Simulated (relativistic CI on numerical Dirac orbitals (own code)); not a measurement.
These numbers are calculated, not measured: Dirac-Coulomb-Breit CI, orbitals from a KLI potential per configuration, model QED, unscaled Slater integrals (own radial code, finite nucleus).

The strongest absorption lines from the ground level of an ion, among the configurations computed and to levels below about 750 eV (vacuum wavelength in Å, gf): 19.097 (0.013), 26.667 (0.047), 29.593 (0.013), 30.492 (0.045), 31.128 (0.83), 31.235 (1.3), 32.646 (0.69), 34.600 (0.14).

(1) Which ion is it?
A. Ho XLV
B. Lu XLIX
C. Au LVII
D. Eu XLI

Results:

(1) B. Lu XLIX has 23 electrons and the ground level 3s2.3p6.3d5 4P_5/2; the strongest line goes to 3s2.3p5.3d6 2D°_5/2. The pattern of lines fixes the number of electrons, and along that sequence the line energies rise steadily with the charge (about as its square where n changes within one kind of shell, about linearly where n is kept but much faster in heavy ions where fine structure, which grows about as Z⁴, sets the gap, and irregularly where shells cross), which fixes Z. Configurations outside the model, such as inner-shell arrays, can give stronger lines. At this charge energies of transitions that change n are usually good to better than 1 %, and those within a shell (Δn = 0) to a few per cent.

LS names give the leading component of a level, which can be under half, so a name can repeat, a term be missing and a line seem to break the LS rules.
